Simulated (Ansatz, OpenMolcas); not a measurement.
## Computed against measured: atomisation enthalpy at 298 K

6 molecules with halogens; the atomisation enthalpy at 298 K in kJ/mol, computed less measured. Shapes, held fixed at every level: PBE0-D4/def2-TZVP. Thermal terms are harmonic and unscaled (PBE0-D4/def2-TZVP); the spin-orbit lowering of the free atoms is taken from their spectra. Programs: Ansatz 0.2.0, OpenMolcas 26.06. Measured values: Active Thermochemical Tables, NIST-JANAF tables.

Levels: A = PBE-D4/def2-TZVPP; B = M06-L/def2-TZVPP; C = r2SCAN-D4/def2-TZVPP.

```
              molecule  from tabulated heats    A    B    C
        I2 (SMILES II)                   151   +7  -11  -16
 HOI (hypoiodous acid)                   635  +24  -24  -16
     BHF2 (SMILES FBF)                  1681  +36  -14  +10
CHFO (formyl fluoride)                  1646  +87   -3   +9
 CH3Cl (chloromethane)                  1575  +22   -3   -1
  CH3F (fluoromethane)                  1687  +27  -19   -6
```

**Question.** Sum up the errors.

**Answer.** 
| level | kind | mean error | mean absolute error | worst case |
| --- | --- | --- | --- | --- |
| PBE-D4/def2-TZVPP | GGA | +33.8 | 33.8 | CHFO |
| M06-L/def2-TZVPP | meta-GGA | -12.3 | 12.3 | HOI |
| r2SCAN-D4/def2-TZVPP | meta-GGA | -3.3 | 9.7 | I2 |

On this set r2SCAN-D4/def2-TZVPP has the smallest mean absolute error and PBE-D4/def2-TZVPP the largest. PBE-D4/def2-TZVPP is too high in 6 of 6; M06-L/def2-TZVPP is too low in 6 of 6. The molecules' own spin-orbit lowering is left out, so errors for iodides read a little too negative. Heats of the atoms come from ATcT where it has them, that of boron, 570 kJ/mol, from recent work. The tabulated value of BHF2 is in doubt (older tables, estimates, or at odds with other calculations) and kept here. Over the 5 molecules whose values aren't doubted the mean absolute errors are A 33.4; B 12.0; C 9.6. For atoms past krypton def2 sets carry core potentials with scalar relativity. The set is small.
